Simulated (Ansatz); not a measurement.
Calculated with Ansatz (gas phase, PBE0-D4/def2-TZVP geometries, no zero-point term in ΔE). CCSD(T)/CBS adds triple-zeta CCSD(T) − MP2 to the extrapolated MP2 energy (def2 sets, frozen cores). DFT in def2-TZVPP. Elements past krypton have def2 core potentials. For Se, Sn outer-core shells are correlated without core-valence functions, which leaves a few kJ/mol of doubt a bond. Scalar relativity is left out up to krypton. One conformer a species, not always the lowest.

`O[Si](O)(O)[SeH]` + `C[O][SnH]([Cl])[Cl]` → `C[O][Sn]([Cl])([Cl])[SeH]` + `O[SiH](O)O`  (formal exchange of groups at the Se–Si bond)

```
        level  ΔE (kJ/mol)
      ωB97X-V        -10.0
HF/def2-TZVPP        -16.3
```

**Question.** What does CCSD(T)/CBS give? (An estimate is asked.)

**Answer.** Computed: -17.9 kJ/mol. The listed levels differ from it by 7.9, 1.6 kJ/mol.

Largest T1 diagnostic among the species: 0.013.
